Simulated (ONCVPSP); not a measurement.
**antimony ONCV: all-electron and pseudo phase curves**

Sb (Z = 51), optimised norm-conserving Vanderbilt (ONCV), made with ONCVPSP 4.0.1 (LDA (Perdew-Zunger), scalar-relativistic). Core [Ar] 3d10, reference 4s2 4p6 4d10 5s2 5p2 (charge +1). Waves: 4s+5s: rc 1.55 bohr, ncon 3, nbas 6, qcut 8.7 1/bohr, 2 projectors; 4p+5p: rc 1.20 bohr, ncon 4, nbas 8, qcut 9 1/bohr, 2 projectors; 4d: rc 1.05 bohr, ncon 3, nbas 7, qcut 7.8 1/bohr, 2 projectors, debl 2.8 Ha. Local part: polynomial inside 0.80 bohr (lpopt 5, dvloc0 0 Ha). Core correction: none.

The phase is arctan(r·R′/R) of the radial function R(r), unwrapped; energies in Ha, scanned from -7 to 5 Ha. A pole is an energy at which the radial function vanishes at the test radius. The pseudo phase is shifted by a multiple of π to meet the all-electron one at the reference energy, and phase errors are pseudo minus all-electron; the curves can meet again beyond the range given. Levels narrower than the energy grid can be missing from the lists of poles.

Task: For each channel, where are the poles, and over which energies does the pseudopotential scatter like the atom?

Result:

| channel | radius (bohr) | reference energy (Ha) | poles, all-electron | poles, pseudo | unbroken range about the reference energy with phases within 0.05 rad | phase error 1 Ha above the reference energy (rad) |
| --- | --- | --- | --- | --- | --- | --- |
| s | 1.58 | -0.77 | -5.62, 4.54 | -5.62, 2.08, 4.83 | below 1.9 | -0.003 |
| p | 1.22 | -0.45 | -2.57 | -2.57 | the whole range | -0.000 |
| d | 1.07 | -1.55 | 2.35 | 2.35 | the whole range | -0.000 |

Note: ghosts flagged at negative energy: d at -3811.1 eV; GHOST(+) flagged for s at 60.6 eV. A true bound ghost makes a file unfit for plane-wave use.

Phases in the s channel:

| E (Ha) | all-electron | pseudo |
| --- | --- | --- |
| -6.96 | 1.249 | 1.249 |
| -6.64 | 1.194 | 1.194 |
| -6.32 | 1.055 | 1.054 |
| -6.00 | -0.030 | -0.032 |
| -5.68 | -1.518 | -1.518 |
| -5.36 | -1.688 | -1.689 |
| -5.04 | -1.755 | -1.755 |
| -4.72 | -1.797 | -1.797 |
| -4.40 | -1.830 | -1.831 |
| -4.08 | -1.862 | -1.863 |
| -3.76 | -1.895 | -1.895 |
| -3.44 | -1.931 | -1.932 |
| -3.12 | -1.974 | -1.974 |
| -2.80 | -2.026 | -2.026 |
| -2.48 | -2.091 | -2.091 |
| -2.16 | -2.177 | -2.178 |
| -1.84 | -2.296 | -2.296 |
| -1.52 | -2.466 | -2.466 |
| -1.20 | -2.712 | -2.713 |
| -0.88 | -3.050 | -3.050 |
| -0.56 | -3.433 | -3.433 |
| -0.24 | -3.769 | -3.770 |
| 0.08 | -4.014 | -4.016 |
| 0.40 | -4.182 | -4.185 |
| 0.72 | -4.299 | -4.304 |
| 1.04 | -4.384 | -4.392 |
| 1.36 | -4.448 | -4.461 |
| 1.68 | -4.498 | -4.521 |
| 2.00 | -4.538 | -4.615 |
| 2.32 | -4.571 | -7.620 |
| 2.64 | -4.599 | -7.707 |
| 2.96 | -4.623 | -7.742 |
| 3.28 | -4.645 | -7.768 |
| 3.60 | -4.664 | -7.790 |
| 3.92 | -4.681 | -7.809 |
| 4.24 | -4.698 | -7.826 |
| 4.56 | -4.713 | -7.841 |
| 4.88 | -4.728 | -7.856 |
